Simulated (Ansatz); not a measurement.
`[BH2][GaH][O]C` + CH₃OH → `C[O][GaH][O]C` + BH₃  (cleavage of the Ga–B bond)

Computed with Ansatz on PBE0-D4/def2-TZVP structures; ΔE is electronic, products minus reactants. CBS: MP2 limit from def2 TZ/QZ plus the TZ coupled-cluster correction, frozen cores. This one scheme is used for every species. Functionals use def2-TZVPP. For Ga outer-core shells are correlated without core-valence functions, which leaves a few kJ/mol of doubt a bond. Scalar relativity is left out up to krypton. Each species was taken in one conformer, which may not be the lowest.

Task: Is it downhill or uphill in electronic energy at CCSD(T)/CBS, and by how much? (An estimate is asked.)

Result: The calculation gave: Downhill: ΔE = -16.2 kcal/mol.

Task: What do these levels give: r2SCAN-D4, r2SCANh-D4, CAM-B3LYP-D4, PBE-QIDH, r2SCANh, HF/def2-TZVPP? (An estimate is asked.)

Result: Ansatz gave: r2SCAN-D4 -16.4, r2SCANh-D4 -16.3, CAM-B3LYP-D4 -17.5, PBE-QIDH -16.4, r2SCANh -16.1, HF/def2-TZVPP -19.2 kcal/mol.

Largest T1 diagnostic among the species: 0.015.

The D4 term adds −1.0 kcal/mol with B3LYP and −0.5 kcal/mol with PBE0; it sums over pairs of atoms, weighted by their polarisabilities, and B3LYP, whose exchange is more repulsive, gets the larger term. Leaving LDA and LC-ωPBE aside and taking each functional with its dispersion term where it has one, the values, not all of them listed here, spread over 4.4 kcal/mol, from BHLYP-D4 to PBE-D4.

B3LYP here is the variant with VWN-RPA as its local correlation; programs differ in this.
